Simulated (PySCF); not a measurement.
Work out the structure from these simulated measurements.

Elements present: C, H, O and Si. Monoisotopic mass: 114.0137 u.

| Item | Value |
| --- | --- |
| Valence photoelectron | vertical ionisation energy: 8.43 eV [ΔSCF CAM-B3LYP/def2-SVPD] |
| NMR, other nuclei | isotropic shieldings of nuclei other than C and H, by class: 59 (1 O), 265 (1 O), 396 (1 Si) ppm [GIAO KT3/pcSseg-2] |
| UV, strongest line | among the 10 lowest singlet transitions: S9 at 7.49 eV (166 nm, f = 0.326) [TDDFT CAM-B3LYP/def2-SVPD] |
| 13C NMR | chemical shifts (computed TMS as zero) by class: 145.9 (1 C), 137.3 (1 C), 124.9 (1 C), 99.6 (1 C) ppm [GIAO KT3/pcSseg-2] |
| Polarisability | 77.2 au [CAM-B3LYP/def2-SVPD] |
| Rotational structure | rotational constants A, B, C: 7.325, 1.276, 1.101 GHz [PBE0-D3(BJ)/def2-SVP] |
| Triplet | lowest triplet excitation (Tamm–Dancoff): 3.87 eV [TDA CAM-B3LYP/def2-SVPD] |
| Dipole | 1.40 D [CAM-B3LYP/def2-SVPD] |
| UV, first state | lowest singlet excitation: 5.90 eV (210 nm, f = 0.002) [TDDFT CAM-B3LYP/def2-SVPD] |

Gas-phase values; electronic properties from PySCF, density fitting. Levels stand in brackets. One conformer (not necessarily the lowest) at the PBE0-D3(BJ)/def2-SVP geometry, without solvent, vibrations or thermal averaging. Each NMR value is the plain mean over a class of atoms that symmetry, rotation or inversion makes alike.

Problem. Which formula fits the mass and the elements?

Solution. C4H6O2Si (calculated 114.0137). No other formula that holds each of these elements comes within 0.0003 u with a fitting electron parity and a possible valence count.

Problem. Give a SMILES that accounts for the data.

Solution. Numbering: `[SiH3:1][O:2][c:3]1[cH:4][cH:5][o:6][cH:7]1`. Its formula, C4H6O2Si, gives 3 degrees of unsaturation: 1 ring and 2 π bonds in the structure found (Kekulé form). 4 carbons fall into 4 classes; from least to most shielded: aromatic carbon bearing oxygen [C3] (145.9 ppm), aromatic CH next to a ring oxygen [C5] (137.3 ppm), aromatic CH next to a ring oxygen [C7] (124.9 ppm), aromatic CH carbon [C4] (99.6 ppm). The other shieldings belong to: 59 ppm, furan-type oxygen [O6]; 265 ppm, silyl ether oxygen [O2]; 396 ppm, oxygen-bound silicon [Si1]. The first electron is taken from the HOMO, whose largest Löwdin shares are 0.31 on an aromatic CH next to a ring oxygen, 0.18 on an aromatic CH next to a ring oxygen, 0.18 on the aromatic carbon bearing oxygen and 0.13 on the silyl ether oxygen. The optimised geometry has point group Cs and is an asymmetric top. Structure: `[SiH3]Oc1ccoc1`. The assignments are read from this structure; whether some other isomer fits the data as well wasn't checked.

The values belong to the conformer `[SiH3:1][O:2][c:3]1[cH:4][cH:5][o:6][cH:7]1`: Si1–O2–C3–C4 0°.
